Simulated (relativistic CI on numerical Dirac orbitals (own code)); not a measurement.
# Hyperfine structure of Cu XIV, mass number 63

Calculated at this level of theory: Dirac-Coulomb-Breit CI, separate exchange-only KLI orbitals for each configuration, QED by a radiative potential, unscaled Slater integrals (own radial code, finite nucleus).

Configuration list (outside the closed core [Ne]): 3s2 3p4, 3s 3p5, 3s2 3p3 3d, 3p6, 3s 3p4 3d, 3p5 3d, 3s 3p3 3d2, 3s2 3p3 4s, 3s2 3p2 3d 4p, 3p5 4s, 3s2 3p3 4p, 3p5 4p, 3s 3p3 3d 4s, 3s2 3p2 3d2, 3s2 3p 3d3, 3s 3p2 3d3, 3s2 3p 3d2 4s, 3s2 3p 3d2 4p, 3p4 3d2, 3p3 3d3, 3p3 3d2 4s, 3p3 3d2 4p. Double excitations out of closed p, d and f shells are left out; levels of such configurations are missing from the list, as are those of other unlisted configurations, and high levels can miss mixing partners.

Nuclear spin I = 3/2, μ = 2.2259 μN, Q = -0.22 b (tables of Stone and Pyykkö). The electronic factors are computed for point nuclear moments, without core polarisation or the Bohr-Weisskopf and QED corrections.

```json
{"Level": "3s2 3p4 3P_2", "E (cm⁻¹)": "0", "A (MHz)": "9903", "B (MHz)": "-2140"}
{"Level": "3s2 3p4 3P_1", "E (cm⁻¹)": "23658", "A (MHz)": "-401.5", "B (MHz)": "1310"}
{"Level": "3s2 3p4 1D_2", "E (cm⁻¹)": "54515", "A (MHz)": "20280", "B (MHz)": "4790"}
{"Level": "3s 3p5 3P°_2", "E (cm⁻¹)": "352551", "A (MHz)": "43180", "B (MHz)": "2390"}
{"Level": "3s 3p5 3P°_1", "E (cm⁻¹)": "369115", "A (MHz)": "37060", "B (MHz)": "-1170"}
{"Level": "3s 3p5 1P°_1", "E (cm⁻¹)": "455032", "A (MHz)": "30820", "B (MHz)": "1940"}
{"Level": "3s2 3p3 3d 5D°_1", "E (cm⁻¹)": "479151", "A (MHz)": "2421", "B (MHz)": "191"}
{"Level": "3s2 3p3 3d 5D°_2", "E (cm⁻¹)": "479335", "A (MHz)": "3086", "B (MHz)": "90.9"}
```

Levels with J = 0, under 50 % of one LS term, or S terms without an open s electron are left out. Small factors come from cancelling terms and can be off by tens of per cent or more.

At this charge energies of transitions that change n are usually good to better than 1 %, and those within a shell (Δn = 0) to a few per cent.

Q: Give the hyperfine levels of 3s2 3p4 3P_2 relative to its centre of gravity.

A: With K = F(F + 1) − I(I + 1) − J(J + 1), E = AK/2 + B[¾K(K + 1) − I(I + 1)J(J + 1)]/[2I(2I − 1)J(2J − 1)]: F = 1/2: -46440, F = 3/2: -29710, F = 5/2: -3615, F = 7/2: 29170 MHz.

LS names give the leading component of a level, which can be under half, so a name can repeat, a term be missing and a line seem to break the LS rules.
